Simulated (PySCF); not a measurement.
SMILES [GeH3][Si]([GeH3])(O)O (H8Ge2O2Si) at its PBE0/def2-SVP optimised geometry (Å):

```
13

O      1.2245    -1.4236     0.0010
Si     0.7723     0.1848     0.0000
O      1.2225     0.9908     1.3927
Ge    -1.6008     0.1848     0.0000
Ge     1.8151     1.2617    -1.8695
H      2.1462    -1.6303    -0.1814
H      2.1442     1.2523     1.4810
H     -2.1332     1.6303     0.0000
H     -2.1462    -0.5422     1.2421
H     -2.1336    -0.5231    -1.2602
H      1.4595     0.5814    -3.2055
H      3.3536     1.1855    -1.7125
H      1.4403     2.7531    -1.9663
```

Calculation: PBE0/def2-TZVP run with PySCF. Cells within 0.4 Å of a nucleus heavier than hydrogen are left out (blank, or x).

Map of the LUMO amplitude (bohr^(-3/2)) on the plane z = 1.2 Å; orbital energy -0.53 eV, overall sign arbitrary:

```
|3333333333333333333333333333333|
|3333333333333333333333333333333|
|3333333333333333333333333333333|
|3333333333333333333322222233333|
|3333333333333333333222222223333|
|3333333333333333332222222222233|
|3333333222233333322222222222233|
|3333332222222222222222111122223|
|3333332222222222222222111112223|
|3333332222222222222222111112222|
|3333332222222222222343100111222|
|3333333222111111222xx5210111222|
|333333332211111112xxx6311111222|
|3333344332110000124885311111222|
|3334444443210000013453211111222|
|3344455654210000012232211112222|
|3344456775310000001222111112222|
|3344557896321000011222211122222|
|3344456775321100112222221122223|
|3334455554322111122232222222223|
|3334444444322211222333222222223|
|3333444443332222222332222222223|
|3333333333332222222222222222223|
|3333333333332222222222222222233|
|3333333333333322222222222222233|
|3333333333333333222222222222333|
|3333333333333333333222222233333|
|3333333333333333333333233333333|
|3333333333333333333333333333333|
|3333333333333333333333333333333|
|3333333333333333333333333333333|
```
Scale: ten equal steps from -0.055 (start of '0') to 0.112 (end of '9'), in the order '0123456789'; x runs from -4.50 to 4.50, y from -4.50 (bottom) to 4.50 (top).
